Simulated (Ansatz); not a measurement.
Basis sets compared for Si₅₁H₅₂, a nanocrystal cut from cubic silicon. Total charge 0; singlet. Geometry r2SCAN-D4/def2-SVP. Ansatz on 11 threads of AMD EPYC 7R13 on a shared host and a whole NVIDIA H100 80GB HBM3; times are rough, and most runs start from earlier orbitals.

```xyz
103

Si    4.531    2.131   -3.070
Si    1.339    4.779   -2.025
Si    1.920    0.049   -4.944
Si   -0.963    2.419   -4.021
Si    3.698    3.172    0.623
Si    4.128   -1.515   -2.210
Si    3.487   -0.611    1.467
Si    0.829    5.509    1.637
Si   -1.615    3.247   -0.319
Si    0.599    1.743    2.420
Si   -2.255    4.146    3.383
Si    1.265    0.915   -1.271
Si   -1.220   -1.317   -3.186
Si    0.994   -2.837   -0.458
Si   -1.887   -0.477    0.512
Si    1.635   -3.713   -4.163
Si   -1.466   -5.083   -2.410
Si   -4.728    2.098    1.406
Si   -4.105    1.031   -2.243
Si   -4.335   -2.715   -1.406
Si    2.821    0.237    5.172
Si   -2.568    0.405    4.167
Si    0.335   -2.002    3.250
Si   -2.088   -4.261    1.306
Si   -4.985   -2.074    2.313
Si    5.375    2.891   -1.004
Si    2.471    5.086    0.016
Si    2.938    0.413   -2.851
Si    0.044    2.818   -1.931
Si    0.719    1.964   -5.603
Si    0.445   -1.780   -4.785
Si   -2.434    0.588   -3.844
Si    2.277    1.301    0.816
Si    4.477   -0.228    3.565
Si    1.606    2.138    4.508
Si    5.120   -1.283   -0.089
Si    2.639   -3.326   -2.070
Si    1.997   -2.426    1.636
Si   -0.613    3.657    1.774
Si   -3.099    1.429   -0.153
Si   -0.878   -0.092    2.601
Si   -3.746    2.341    3.531
Si   -0.214   -0.919   -1.096
Si   -2.677   -3.160   -3.019
Si   -0.451   -4.691   -0.323
Si   -3.310   -2.347    0.683
Si    0.177   -5.553   -4.025
Si   -5.559   -0.810   -2.052
Si    1.363   -1.603    5.327
Si   -4.158   -1.318    4.387
Si   -0.957   -3.967    3.349
H     3.952    3.287   -3.823
H     5.666    1.586   -3.884
H     2.285    4.774   -3.184
H     0.389    5.924   -2.217
H     2.988   -0.258   -5.955
H    -1.731    3.646   -4.424
H     4.350    3.432    1.951
H     5.171   -1.788   -3.255
H     0.025    6.717    1.258
H     1.452    5.761    2.977
H    -2.392    4.461   -0.743
H    -2.982    5.389    2.966
H    -1.599    4.407    4.706
H     2.712   -3.975   -5.178
H    -2.415   -6.241   -2.279
H    -5.239    3.437    0.961
H    -5.891    1.158    1.445
H    -4.876    2.257   -2.644
H    -5.252   -3.899   -1.293
H     3.467    0.485    6.506
H    -1.938    0.657    5.507
H    -3.043   -5.417    1.392
H    -6.037   -1.128    1.827
H    -5.637   -3.410    2.511
H     6.033    4.223   -1.217
H     6.423    1.940   -0.522
H     3.419    6.246   -0.098
H     1.638    3.142   -5.719
H     0.099    1.721   -6.946
H    -0.227   -2.006   -6.110
H    -3.067    0.313   -5.178
H     5.434    0.921    3.465
H     5.251   -1.446    3.971
H     2.520    3.321    4.406
H     0.548    2.452    5.522
H     6.289   -0.348   -0.109
H     5.617   -2.628    0.352
H     3.375   -4.558   -1.625
H     2.771   -3.645    2.054
H    -4.810    2.611    4.556
H    -3.320   -3.372   -4.360
H     0.365   -5.888    0.077
H    -0.465   -5.803   -5.356
H     0.942   -6.780   -3.631
H    -6.221   -1.072   -3.371
H    -6.627   -0.511   -1.044
H     2.129   -2.825    5.736
H     0.313   -1.343    6.364
H    -3.581   -2.475    5.139
H    -5.305   -0.779    5.189
H     0.000   -5.109    3.529
H    -1.889   -3.963    4.519
```

Single mean-field runs in 6-31G, STO-3G, def2-SVP, def2-mTZVP are fitted with def2-universal-jkfit.

Binding counts from free atoms (Si triplet, H doublet) in the same basis, without a counterpoise term.

```
                           level  functions  energy (Eh)  HOMO (eV)  LUMO (eV)  binding per atom (eV)  wall time
                       HF/STO-3G        511  -14597.8334      -5.51       7.52                   3.91        7 s
                        HF/6-31G        767  -14763.9870      -8.38       1.13                   2.07       12 s
r2SCAN-D4/def2-SVP (with forces)       1178  -14790.6506      -6.04      -2.57                   3.49       16 s
```

**Question.** Estimate the rows for r2SCAN-D4/def2-mTZVP.

**Answer.** 
```json
{"level": "r2SCAN-D4/def2-mTZVP", "functions": "1278", "energy (Eh)": "-14795.2679", "HOMO (eV)": "-6.05", "LUMO (eV)": "-2.57", "binding per atom (eV)": "3.43", "wall time": "13 s"}
```
